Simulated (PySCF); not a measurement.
## Excitation energy of Hg²⁺ by level of theory

Hg²⁺ [Xe] 4f14 5d10 (1S) → Hg²⁺ [Xe] 4f14 5d9 6s1 (3D), as a difference of total energies. Calculation: PySCF 2.14, in aug-cc-pVDZ-PP with ECP60MDF (5s5p4d2f, 54 functions); scalar relativity through the core potential. Correlated levels: valence: 5s2 5p6 frozen. The calculations carry no spin-orbit coupling.

```tsv
method	excitation energy (eV)
UHF	6.165
MP2 (valence)	6.514
SCS-MP2 (valence)	6.586
CCSD (valence)	6.428
CCSD(T) (valence)	6.437
```

**Question.** How much does correlation contribute at CCSD(T) (valence)?

**Answer.** 6.437 − (6.165) = 0.272 eV, measured against UHF.
